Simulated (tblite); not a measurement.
Species: C7H14FNSi.
SMILES with atom numbers: `[CH2:1]=[CH:2][CH2:3][C@@H:4]1[CH2:5][CH2:6][C@@H:7]1[NH:8][SiH2:9][F:10]` (hydrogens: H11, H12 on C1; H13 on C2; H14, H15 on C3; H16 on C4; H17, H18 on C5; H19, H20 on C6; H21 on C7; H22 on N8; H23, H24 on Si9)

Computed with GFN2-xTB (tblite), gas phase: L-BFGS steps from a force-field or distance-geometry start until the largest atomic force falls under 0.01 eV/Å.

Step 52: E = -858.8602 eV
```
atom  x, y, z in Å  |  force x, y, z in eV/Å
C1      3.4627    0.5332    0.0900    0.014   0.019  -0.006
C2      2.4344   -0.1473   -0.3791    0.023   0.006   0.020
C3      1.0164    0.3244   -0.3117    0.014  -0.027  -0.015
C4      0.1932   -0.6023    0.5731   -0.005   0.025  -0.010
C5     -0.0655   -2.0102    0.0028    0.003   0.044   0.023
C6     -1.5778   -1.7973    0.1561    0.002  -0.017  -0.003
C7     -1.3414   -0.3585    0.6553   -0.007   0.002  -0.007
N8     -1.9222    0.6579   -0.1819   -0.005  -0.009  -0.021
Si9    -1.6494    2.3405   -0.2821    0.024   0.001   0.013
F10    -3.0797    2.9281   -0.7435    0.018  -0.013   0.012
H11     4.4719    0.1624    0.0378    0.004  -0.015  -0.004
H12     3.3355    1.5032    0.5417    0.010   0.019   0.006
H13     2.5866   -1.1223   -0.8240   -0.023   0.016  -0.001
H14     0.5815    0.3294   -1.3134    0.003   0.033  -0.007
H15     0.9817    1.3404    0.0874   -0.003  -0.051  -0.012
H16     0.6343   -0.6229    1.5724    0.025  -0.027  -0.029
H17     0.3450   -2.8309    0.5889   -0.006   0.037  -0.023
H18     0.2566   -2.1176   -1.0322   -0.025  -0.019   0.045
H19    -2.1381   -1.8555   -0.7755    0.005   0.022  -0.016
H20    -2.0504   -2.4511    0.8854   -0.014   0.013   0.030
H21    -1.6609   -0.2116    1.6965   -0.017   0.011  -0.007
H22    -2.7311    0.3150   -0.6773   -0.007  -0.019  -0.027
H23    -1.3314    2.9430    1.0040   -0.021  -0.010   0.015
H24    -0.7638    2.7698   -1.3633   -0.009  -0.038   0.024
```

Step 53: E = -858.8609 eV
```
atom  x, y, z in Å  |  force x, y, z in eV/Å
C1      3.4601    0.5364    0.0897    0.024   0.026  -0.009
C2      2.4349   -0.1474   -0.3800    0.015  -0.004   0.014
C3      1.0160    0.3198   -0.3163    0.004  -0.009  -0.014
C4      0.1944   -0.6053    0.5710   -0.007   0.042   0.001
C5     -0.0684   -2.0118    0.0016    0.009   0.032   0.025
C6     -1.5791   -1.7973    0.1584   -0.021   0.014   0.008
C7     -1.3397   -0.3589    0.6580   -0.006   0.024  -0.010
N8     -1.9193    0.6591   -0.1787   -0.015  -0.008  -0.017
Si9    -1.6488    2.3426   -0.2770    0.019  -0.021   0.011
F10    -3.0753    2.9250   -0.7560    0.017  -0.013   0.011
H11     4.4702    0.1693    0.0384    0.020  -0.024  -0.001
H12     3.3294    1.5063    0.5392    0.007   0.038   0.016
H13     2.5898   -1.1220   -0.8226   -0.014  -0.011  -0.014
H14     0.5827    0.3220   -1.3187   -0.001   0.026  -0.009
H15     0.9789    1.3367    0.0791   -0.007  -0.036  -0.001
H16     0.6386   -0.6252    1.5689    0.027  -0.032  -0.028
H17     0.3398   -2.8325    0.5874    0.015   0.010  -0.003
H18     0.2535   -2.1213   -1.0327   -0.028  -0.017   0.025
H19    -2.1419   -1.8524   -0.7714   -0.002   0.014  -0.024
H20    -2.0512   -2.4499    0.8890   -0.015   0.007   0.027
H21    -1.6558   -0.2097    1.7005   -0.014   0.003  -0.031
H22    -2.7214    0.3147   -0.6846    0.001  -0.017  -0.023
H23    -1.3479    2.9473    1.0116   -0.019  -0.010   0.024
H24    -0.7512    2.7740   -1.3473   -0.010  -0.035   0.020
```

Task: Estimate the geometry and energy of step 54. (The exact step hangs on the optimiser's Hessian estimate; all steps are aligned on step 53, rigid shifts and turns removed.)

Result: E = -858.8616 eV, largest force 0.058 eV/Å
```
atom  x, y, z in Å  |  force x, y, z in eV/Å
C1      3.4576    0.5401    0.0892    0.028   0.027  -0.010
C2      2.4354   -0.1475   -0.3808    0.007  -0.010   0.004
C3      1.0156    0.3152   -0.3215   -0.004   0.012  -0.011
C4      0.1953   -0.6073    0.5689   -0.006   0.040   0.008
C5     -0.0710   -2.0125    0.0010    0.004   0.008   0.020
C6     -1.5806   -1.7972    0.1611   -0.037   0.041   0.018
C7     -1.3383   -0.3589    0.6604   -0.004   0.038  -0.012
N8     -1.9168    0.6601   -0.1758   -0.026  -0.008  -0.016
Si9    -1.6474    2.3443   -0.2715    0.006  -0.035   0.011
F10    -3.0697    2.9217   -0.7687    0.017  -0.012   0.011
H11     4.4684    0.1756    0.0394    0.030  -0.024   0.003
H12     3.3231    1.5102    0.5366    0.009   0.044   0.018
H13     2.5925   -1.1221   -0.8213   -0.002  -0.031  -0.021
H14     0.5837    0.3150   -1.3243   -0.003   0.015  -0.012
H15     0.9759    1.3325    0.0703   -0.008  -0.009   0.012
H16     0.6433   -0.6276    1.5648    0.026  -0.029  -0.021
H17     0.3356   -2.8336    0.5855    0.033  -0.014   0.022
H18     0.2497   -2.1247   -1.0327   -0.027  -0.012   0.000
H19    -2.1457   -1.8497   -0.7676   -0.005   0.005  -0.020
H20    -2.0520   -2.4486    0.8933   -0.014   0.006   0.017
H21    -1.6516   -0.2076    1.7039   -0.012  -0.001  -0.046
H22    -2.7116    0.3141   -0.6924    0.010  -0.013  -0.018
H23    -1.3650    2.9507    1.0202   -0.016  -0.010   0.029
H24    -0.7380    2.7777   -1.3302   -0.006  -0.029   0.012
```

The energy changes by -0.0007 eV. The first-order estimate −F·Δx gives -0.0010 eV and the mean of the old and new forces, exact on a quadratic surface, -0.0007 eV. The step makes an angle of 82° with the force vector and moves no atom by more than 0.022 Å.

What follows is the cost of the whole relaxation. On one thread of an Arm Neoverse N1, shared host with 64 logical CPUs at a one-minute load of 60, this took 2.8 s.
